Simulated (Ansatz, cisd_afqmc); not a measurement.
Species: CdCl₂, charge 0, triplet. This triplet is an excited state, 3.3 eV above the singlet at CCSD(T)/def2-QZVPP (Ansatz, a first-principles code). CdCl2 (parent SMILES [Cl][Cd][Cl], triplet).
B3LYP-D3(BJ)/def2-TZVP minimum from Ansatz:
```
Cd
Cl 1 2.6037
Cl 1 2.6037 2 63.28
```
Charge 0, spin multiplicity 3.

Total energies in def2-SVP, 26 correlated electrons, 14 frozen orbitals. UHF or UKS for unpaired electrons; spin-orbit terms are left out. Correlated methods leave the cores frozen (noble-gas shells, and filled d and f shells in the p block). Past Kr the def2 sets carry scalar-relativistic core potentials. AFQMC is phaseless with a CISD trial state; ± is one standard error, without the phaseless bias. Outlying blocks are dropped, and bars are widened where a walk drifts. Over all cases where full CI ran beside it in this data, AFQMC minus full CI had a median of +0.1 mEh and passed +0.4 mEh in a tenth of the cases. The UHF reference of CdCl2 (parent SMILES [Cl][Cd][Cl], triplet) is spin-contaminated (<S^2> up to 0.03 over the pure value in the sets run). The spin of CdCl2 (parent SMILES [Cl][Cd][Cl], triplet) was assumed, and the state is the lowest solution found for it.

```tsv
method	program	energy (Eh)	minus CCSDT(Q) (mEh)
HF	Ansatz	-1085.54159	551.15
MP2	Ansatz	-1086.06216	30.58
CCSD	Ansatz	-1086.07971	13.03
CCSD(T)	Ansatz	-1086.09076	1.98
CCSDT(Q)	Ansatz	-1086.09274	0.00
AFQMC/CISD	cisd_afqmc	-1086.0913 ± 0.0004	1.5 ± 0.4
```

Rough core times of Ansatz's runs on a shared machine: CCSD(T) 40 s, CCSDT(Q) 20 min.
